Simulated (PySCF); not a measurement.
C₂H₇NSi, SMILES N1C[SiH2]C1.

The structure is a stationary point at PBE0-D3(BJ)/def2-SVP.

All values below come from HF/def2-TZVP (PySCF).

Isolated molecule, no solvent.

Computed frontier levels, gap, dipole moment and polarisability:
- highest occupied level: -9.97 eV
- lowest empty level: 2.99 eV
- orbital gap: 12.96 eV
- dipole moment: 1.05 D
- quadrupole, principal values (traceless, Buckingham form, about the centre of nuclear charge): -4.10, 1.73, 2.37 D·Å
- mean static polarisability: 53.6 bohr³ (7.94 Å³)
- polarisability, principal values: 48.4, 53.3, 59.0 bohr³
